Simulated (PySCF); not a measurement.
Harmonic spectrum computed at B3LYP in the def2-SVP basis family (core potentials from Rb on, PySCF, no spin–orbit coupling):

| symmetry | ω (cm⁻¹) | IR (km/mol, summed over degenerate members) |
| --- | --- | --- |
| e' | 72 | 32.0 |
| a'' | 111 | 20.5 |
| a'' | 249 | 277 |
| e'' | 261 | 0.0 |
| a' | 517 | 0.0 |
| e' | 540 | 131 |
| a' | 893 | 0.0 |
| e' | 911 | 188 |
| e' | 3782 | 173 |
| a' | 3784 | 0.0 |

Q: Which molecule gave it? In each, all ligands are bound to the one heavy central atom.
A. Tl(OH)₃ (singlet)
B. In(OH)₃ (singlet)
C. Tc(OH)₃ (triplet)
D. Ir(OH)₃ (singlet)

A: A. It has C3h symmetry with O–H 0.971 Å (×3), Tl–O 2.093 Å (×3).
